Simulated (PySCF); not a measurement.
Energy of Br (bromine, neutral) between two integer charges

The 4p beta orbital of [Ar] 3d10 4s2 4p5 is emptied in steps (occupation f), with all orbitals relaxed, ending at [Ar] 3d10 4s2 4p4. All numbers are calculated (PySCF 2.14, the non-relativistic Hamiltonian (point nucleus), in def2-TZVPPD). The exact energy is a straight line in f; departures are measured from the line between the end points of the same method.

| f | UHF (eV) | LDA (eV) | PBE (eV) | PBE0 (eV) | r2SCAN (eV) | LC-wPBE (eV) | BHandHLYP (eV) | TPSS (eV) | BLYP (eV) |
| --- | --- | --- | --- | --- | --- | --- | --- | --- | --- |
| 1 | 0.000 | 0.000 | 0.000 | 0.000 | 0.000 | 0.000 | 0.000 | 0.000 | 0.000 |
| 0.9 | 0.093 | -0.407 | -0.393 | -0.275 | -0.369 | -0.024 | -0.165 | -0.383 | -0.400 |
| 0.7 | 0.210 | -0.955 | -0.919 | -0.641 | -0.855 | -0.057 | -0.388 | -0.896 | -0.939 |
| 0.5 | 0.242 | -1.142 | -1.096 | -0.763 | -1.007 | -0.066 | -0.467 | -1.067 | -1.124 |
| 0.3 | 0.197 | -0.963 | -0.921 | -0.640 | -0.832 | -0.054 | -0.397 | -0.894 | -0.948 |
| 0.1 | 0.082 | -0.414 | -0.394 | -0.273 | -0.350 | -0.022 | -0.172 | -0.382 | -0.408 |
| 0 | 0.000 | 0.000 | 0.000 | 0.000 | 0.000 | 0.000 | 0.000 | 0.000 | 0.000 |

**Question.** For LDA, how does the orbital energy at f = 1 compare with the removal energy?

**Answer.** −ε = 7.597 eV against a total-energy difference of 12.103 eV. By Janak's theorem ε = ∂E/∂f, so the gap between them reflects the curvature. Along the path −ε is 8.474 (f = 0.9), 10.259 (f = 0.7), 12.078 (f = 0.5), 13.922 (f = 0.3), 15.778 (f = 0.1) eV.

```tsv
method	E(f=0) − E(f=1) (eV)	−ε at f=1 (eV)	−ε at f=0.5 (eV)
UHF	10.760	11.811	10.722
LDA	12.103	7.597	12.078
PBE	11.824	7.468	11.820
PBE0	11.834	8.787	11.838
r2SCAN	11.896	7.790	11.966
LC-wPBE	11.909	11.639	11.916
BHandHLYP	11.791	9.972	11.765
TPSS	11.845	7.591	11.851
BLYP	11.774	7.340	11.748
```

Reference removal energy between the ground levels: 11.814 eV (measured; NIST Atomic Spectra Database, ionization energies). The calculation has no spin-orbit coupling. UHF lacks correlation.
